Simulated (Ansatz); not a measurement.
Basis-set series for `F[SiH2]I`. Charge 0, multiplicity 1. I: def2 effective core potential. The structure was optimised at the PBE0-D4/def2-TZVP level.

```json
{"functional": "PBE0-D4", "basis": "def2-TZVPP", "functions": "151", "energy (Eh)": "-688.19674", "HOMO (eV)": "-7.96", "LUMO (eV)": "-0.54"}
{"functional": "PBE0-D4", "basis": "def2-QZVPP", "functions": "269", "energy (Eh)": "-688.21383", "HOMO (eV)": "-7.97", "LUMO (eV)": "-0.65"}
{"functional": "ωB97M-V", "basis": "def2-TZVPP", "functions": "151", "energy (Eh)": "-688.33360", "HOMO (eV)": "-10.08", "LUMO (eV)": "1.26"}
{"functional": "ωB97M-V", "basis": "def2-QZVPP", "functions": "269", "energy (Eh)": "-688.34954", "HOMO (eV)": "-10.10", "LUMO (eV)": "0.94"}
```

Give the rows for def2-SVP. (Best estimate.)

The calculation gave: 
```csv
functional,basis,functions,energy (Eh),HOMO (eV),LUMO (eV)
PBE0-D4,def2-SVP,68,-687.94949,-7.90,-0.34
ωB97M-V,def2-SVP,68,-688.08255,-9.99,1.64
```

Positive LUMOs are unbound and depend on the basis.

Program: Ansatz 0.2.0.
